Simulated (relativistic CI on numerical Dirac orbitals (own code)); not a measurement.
## Mn²⁺ in a cubic cluster: L2,3 absorption with charge transfer

Computed with a charge-transfer multiplet model of a cubic metal-ligand cluster with up to 2 ligand holes, Slater and spin-orbit integrals from Dirac-Coulomb-Breit ions, Slater integrals scaled by 0.8. The ground state mixes d5 with configurations of k ligand holes L, whose averages lie at kΔ + k(k − 1)U_dd/2; a core hole lowers each added d electron by U_cd. 20 K, Lorentzian 0.4 eV and Gaussian 0.3 eV FWHM.

Atomic integrals in eV (Slater integrals scaled, ζ unscaled), ground: F2dd 8.204, F4dd 5.095, zeta_d 0.037; with the core hole: F2dd 8.873, F4dd 5.517, zeta_d 0.052, zeta_core 6.792, F2cd 5.084, G1cd 3.747, G3cd 2.127.

Cluster parameters (eV): U_dd = 6.9, U_cd = 8.7, 10Dq = 1.55, 10Dq(ligand) = 1, V(eg) = 2.05, V(t2g) = -0.89, final-state hopping factor = 0.9.

| Case | n_d | d5 | d6L | d7L2 | S |
| --- | --- | --- | --- | --- | --- |
| Δ = 2.6 eV | 5.26 | 0.75 | 0.24 | 0.01 | 2.50 |
| Δ = 3.6 eV | 5.21 | 0.80 | 0.19 | 0.01 | 2.50 |
| Δ = 4.6 eV | 5.17 | 0.84 | 0.16 | 0.01 | 2.50 |

Weights, n_d and S are thermal averages at 20 K. Photon energies count from the first peak over 30 % of the highest in each spectrum, which can be another peak from case to case. The parameters are a model scan and need not match a compound or its usual spin state. Peaks in eV (height, largest 100):
- Δ = 2.6 eV: 0.0 (47), 2.0 (100), 5.6 (8), 11.0 (16), 12.3 (10), 13.1 (19), 14.1 (12)
- Δ = 3.6 eV: 0.0 (43), 1.9 (100), 6.1 (6), 11.0 (15), 12.9 (19), 14.0 (12)
- Δ = 4.6 eV: 0.0 (42), 1.9 (100), 3.0 (26), 5.3 (7), 11.0 (14), 13.0 (19), 14.0 (13)

Curve for Δ = 2.6 eV (points under 2 left out, the grid thinned):

| E (eV) | Intensity |
| --- | --- |
| -1.5 | 2.0 |
| -1.1 | 3.7 |
| -0.7 | 9.7 |
| -0.3 | 26.9 |
| 0.1 | 46.4 |
| 0.5 | 20.6 |
| 0.8 | 18.8 |
| 1.2 | 16.8 |
| 1.6 | 37.3 |
| 2.0 | 100.0 |
| 2.4 | 53.2 |
| 2.8 | 29.9 |
| 3.2 | 21.9 |
| 3.6 | 18.1 |
| 4.0 | 14.3 |
| 4.4 | 11.1 |
| 4.8 | 8.0 |
| 5.1 | 6.7 |
| 5.5 | 7.9 |
| 5.9 | 7.0 |
| 6.3 | 4.6 |
| 6.7 | 4.0 |
| 7.1 | 4.7 |
| 7.5 | 3.9 |
| 7.9 | 3.1 |
| 8.3 | 2.5 |
| 8.7 | 2.1 |
| 9.1 | 2.3 |
| 9.4 | 2.6 |
| 9.8 | 3.0 |
| 10.2 | 4.3 |
| 10.6 | 8.9 |
| 11.0 | 16.0 |
| 11.4 | 10.0 |
| 11.8 | 7.4 |
| 12.2 | 10.1 |
| 12.6 | 11.5 |
| 13.0 | 19.3 |
| 13.4 | 14.0 |
| 13.7 | 10.9 |
| 14.1 | 12.4 |
| 14.5 | 8.7 |
| 14.9 | 4.2 |
| 15.3 | 2.7 |
| 15.7 | 2.1 |

For the case Δ = 3.6 eV, Δ = 3.6 eV is smaller than U_dd = 6.9 eV, the charge-transfer side of the Zaanen-Sawatzky-Allen scheme. With the core hole the configuration with one ligand hole lies at Δ + U_dd − U_cd = 0.8, 1.8, 2.8 eV from the one without, in the order of the table; where this is negative the screened configuration lies lower, though the effective hopping of about 2.9 eV (from the holes of the mixed ground state) mixes the two strongly wherever it is as large as the gap.
